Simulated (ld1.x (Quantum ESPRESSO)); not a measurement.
# osmium (Os), TM: configuration errors across variants

| Item | Value |
| --- | --- |
| Element | Os |
| Generator | ld1.x (Quantum ESPRESSO) 7.5 |
| Type | norm-conserving Troullier–Martins (Kleinman–Bylander form) |
| Functional | Wu–Cohen |
| Relativity | scalar-relativistic |
| Frozen core | [Kr] 4d10 4f14 |
| Valence charge | 16 |
| Reference configuration | 5s2 5p6 5d7 6s1 6p0 |
| Partial waves | 5s (bound): rc 1.80 bohr; 5p (bound): rc 1.70 bohr; 5d (bound): rc 1.45 bohr |
| Local potential | the d channel |
| Core correction | none |

Occupied shells without a wave of their own: 6s. They enter only through the test configuration that unscreens the potential.

All-electron excitation energies from the reference (eV): (1) 5s2 5p6 5d6 6s2 6p0 -0.343; (2) 5s2 5p6 5d6 6s1 6p0 9.297; (3) 5s2 5p6 5d6 6s0 6p0 26.246; (4) 5s2 5p5 5d6 6s2 6p0 56.605; (5) 5s2 5p6 5d5 6s2 6p1 5.819; (6) 5s2 5p6 5d6 6s0 6p1 15.558; (7) 5s2 5p6 5d6 6s1.5 6p0 3.601.

For the base: The 6s level has no wave, so the channel is fitted at the deeper level alone: the likely source of the large errors.

On the changes marked as counting shells twice: ld1.x takes every shell without a wave as core, so the model core holds the marked electrons as well and exchange and correlation see them twice. This cancels in the reference configuration, but the file is broken for other ones, and its errors say nothing about a proper core correction.

Tests that are not counted but printed errors over 1 eV. “type TM semilocal”: all (the test run did not reproduce the reference configuration, from which every error is measured).

4 further variants failed, have other tests or another functional or relativity, and are left out.

The file “base” misses its own reference levels by 0.3 eV. The file “core correction a·sin(br)/r model core inside 0.76 bohr (6s counted twice)” misses its own reference levels by 0.3 eV. The file “wave 5s (bound): rc 1.80 bohr becomes 5s (bound): rc 1.54 bohr” misses its own reference levels by 0.6 eV. The file “type TM semilocal” misses its own reference levels by 6.2 eV. The file “all radii scaled by about 1.22 (s 2.20, p 2.08, d 1.78 bohr)” misses its own reference levels by 0.9 eV. The file “wave 5d (bound): rc 1.45 bohr becomes 5d (bound): rc 1.36 bohr” misses its own reference levels by 0.3 eV. The file “core correction a·sin(br)/r model core inside 0.92 bohr (6s counted twice)” misses its own reference levels by 0.3 eV. The file “all radii scaled by about 1.15 (s 2.06, p 1.96, d 1.66 bohr)” misses its own reference levels by 0.5 eV.

Errors AE − PS in meV (a dash: test not solved or not reliable):

```tsv
change	(1)	(2)	(3)	(4)	(5)	(6)	(7)	bound ghosts
base	-310	+9.0	+454	-557	-851	-231	-166	none
core correction a·sin(br)/r model core inside 0.76 bohr (6s counted twice)	-322	-31	+178	-593	-896	-281	-171	none
wave 5s (bound): rc 1.80 bohr becomes 5s (bound): rc 1.54 bohr	-718	+14	+1080	-1258	-1384	+309	-390	none
type TM semilocal	–	–	–	–	–	–	–	not determined
all radii scaled by about 1.22 (s 2.20, p 2.08, d 1.78 bohr)	+1002	-10	-1551	+1512	+1151	-1494	+552	none
wave 5d (bound): rc 1.45 bohr becomes 5d (bound): rc 1.36 bohr	-310	+9.1	+454	-557	-852	-234	-166	none
core correction a·sin(br)/r model core inside 0.92 bohr (6s counted twice)	-321	-31	+178	-592	-896	-281	-171	none
all radii scaled by about 1.15 (s 2.06, p 1.96, d 1.66 bohr)	+530	-2.7	-830	+800	+522	-929	+295	none
```

(1) Give the same row for: wave 5p (bound): rc 1.70 bohr becomes 5p (bound): rc 2.18 bohr.

## Answers

(1) -310, +9.3, +454, -560, -793, -157, -166; bound ghosts: none.
